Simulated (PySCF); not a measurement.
C3H2F3O (doublet state).
Geometry (GFN2-xTB, Å), atoms numbered from 1 in this order:
```xyz
9
C3H2F3O angstrom
F      2.0198    0.2934   -0.3174
C      1.2349    1.1185    0.4552
C      0.1052    0.7216    0.9722
O     -0.7344   -0.2868    0.8655
C     -0.9552   -0.8531   -0.3762
F     -1.8502   -1.8264   -0.2175
F     -1.4876    0.0454   -1.2249
H      1.7192    2.0580    0.6536
H     -0.0382   -1.2646   -0.8357
```

The hyperfine couplings belong to this conformer and change with its torsions.

The species is `F/C=[C]\OC(F)F` [radical].

The calculation used UKS B3LYP, pcH-1 on C F H O, non-relativistic, mean-field spin-orbit, GIAO in PySCF. The structure is a single GFN2-xTB conformer in the gas phase; no vibrational or solvent corrections. A GFN2-xTB geometry isn't a minimum of the functional, and hyperfine couplings can be far from their values at a DFT geometry. No stability test was run, so a lower SCF solution isn't excluded.

Match the computed a_iso(19F) values +225.6, +1.9 MHz (means over equivalent nuclei) with the sites F1; F6/F7.

```
 site  a_iso (MHz)  ρ(0) (bohr⁻³)         position  distance from C3 (Å)  bound to  spin population there  largest |T| (MHz)
   F1       +225.6        +0.0536  2 bonds from C3                  2.35        C2                  -0.05              268.6
F6/F7         +1.9        +0.0004  3 bonds from C3                  3.11        C5                  +0.02               12.8
```

The isotropic 13C couplings are +465.3, +133.6, +20.5 MHz. Assign them to C2; C3; C5.

| site | a_iso (MHz) | ρ(0) (bohr⁻³) | position | distance from C3 (Å) | spin population | largest \|T\| (MHz) |
| --- | --- | --- | --- | --- | --- | --- |
| C2 | +133.6 | +0.1189 | 1 bond from C3 | 1.30 | -0.05 | 16.5 |
| C3 | +465.3 | +0.4139 | largest spin population | 0.00 | +0.89 | 129.2 |
| C5 | +20.5 | +0.0182 | 2 bonds from C3 | 2.33 | +0.02 | 8.8 |

The isotropic 1H couplings are +18.0, +12.7 MHz. Assign them to H8; H9.

```csv
site,a_iso (MHz),ρ(0) (bohr⁻³),position,distance from C3 (Å),bound to,spin population there,largest |T| (MHz)
H8,+18.0,+0.0040,2 bonds from C3,2.12,C2,-0.05,11.1
H9,+12.7,+0.0028,3 bonds from C3,2.69,C5,+0.02,5.8
```

ρ(0) is the spin density at the nucleus and T the dipolar tensor; entries for several nuclei are means. Largest spin populations (Mulliken): C3 (+0.89) and O4 (+0.07). No atom but C3 exceeds +0.15.

Means are taken over nuclei equivalent by connectivity, which assumes that they swap fast. The 19F value of +1.9 MHz is a mean of couplings from -1.9 to 5.6 MHz in this one geometry, not an average over conformers.

Hardware: an Arm Neoverse V2 with one thread, shared host with 96 logical CPUs at a one-minute load of 80. Cost: 32 s of wall time (grids of density and orbitals included), 0.68 GiB resident at most.
